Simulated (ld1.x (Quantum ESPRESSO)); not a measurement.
## Before and after: TM potential for Nd

neodymium (Nd), norm-conserving Troullier–Martins (Kleinman–Bylander form), made with ld1.x (Quantum ESPRESSO) 7.5 (PBE, fully relativistic). Core [Xe] 4f3, reference 5d1 6s2 6p0. Waves: 6s (bound): rc 3.20 bohr; 6p (bound, empty): rc 3.75 bohr; 5d (bound): rc 3.40 bohr. Local part: all-electron potential smoothed inside 2.65 bohr (lloc = -1). Core correction: none.

Open shells are filled in proportion to 2j + 1 (rel_dist='average').

Change: local potential all-electron potential smoothed inside 3.70 bohr (lloc = -1).

Cutoffs: the cutoffs (Ry, on a coarse ladder) from which the occupation-weighted sum of valence levels, in a spherical-Bessel basis at the reference potential, stays within 10 and 1 mRy of its value at 400 Ry; they do not see the model core or the augmentation charge, which bear on the density cutoff. Errors are all-electron minus pseudo energies relative to the spin-unpolarised reference configuration.

Task: How do hardness, ghosts and transferability respond?

Result: The potential gets neither clearly harder nor softer (10 Ry and 15 Ry → 10 Ry and 15 Ry); the bound ghost in p, s disappears; the number of tests that count goes from 6 to 7; of the 6 tests that both files solve, the error grows in 1 and shrinks in 1 by more than 15 % and 0.3 meV (median size 103.5 → 103.6 meV); the range in which the d3/2 phases agree narrows (upper end 4.2 → 0.7); the range in which the d5/2 phases agree narrows (upper end 4.1 → 0.7). In the separable form a ghost depends on how the local part lies against the semilocal potential of the channel, so the choice of the local part can create or remove one.

| quantity | base | changed |
| --- | --- | --- |
| cutoff, loose | 10 Ry | 10 Ry |
| cutoff, tight | 15 Ry | 15 Ry |
| loose cutoff by channel (10 mRy a level) | s 6 Ry, d 10 Ry | s 6 Ry, d 12 Ry |
| bound ghosts | s, p3/2 | none |
| tests counted (converged, no solver errors) | 6 of 7 | 7 of 7 |
| error for 5d1 6s1 6p0, meV [ΔE 6.26 eV] | -0.1 | +3.7 |
| error for 5d1 6s0 6p0, meV [ΔE 17.70 eV] | +189 | +181 |
| error for 5d1 6s1.5 6p0, meV [ΔE 2.52 eV] | -1.2 | -0.2 |
| error for 5d0 6s2 6p0, meV [ΔE 6.34 eV] | +180 | +193 |
| error for 5d2 6s1 6p0, meV [ΔE 1.15 eV] | +48 | +49 |
| error for 5d2 6s0 6p0, meV [ΔE 6.70 eV] | +159 | +158 |
| s: phases at 4.05 bohr within 0.05 rad from the reference energy up to (Ry; the scan ends near 5) | n/a | 0.3 |
| p1/2: phases at 4.05 bohr within 0.05 rad from the reference energy up to (Ry; the scan ends near 5) | -0.1 | 0.3 |
| p3/2: phases at 4.05 bohr within 0.05 rad from the reference energy up to (Ry; the scan ends near 5) | 0.1 | 0.1 |
| d3/2: phases at 4.05 bohr within 0.05 rad from the reference energy up to (Ry; the scan ends near 5) | 4.2 | 0.7 |
| d5/2: phases at 4.05 bohr within 0.05 rad from the reference energy up to (Ry; the scan ends near 5) | 4.1 | 0.7 |

Base: Tests not counted: 5d1 6s0 6p2 (solver errors, printed error -20.1 eV). A true bound ghost makes a file unfit for plane-wave use even where its test errors are small: the radial tests pick states by their node count and pass the ghost by. Where a test does run into it, the solver fails or the error is huge.
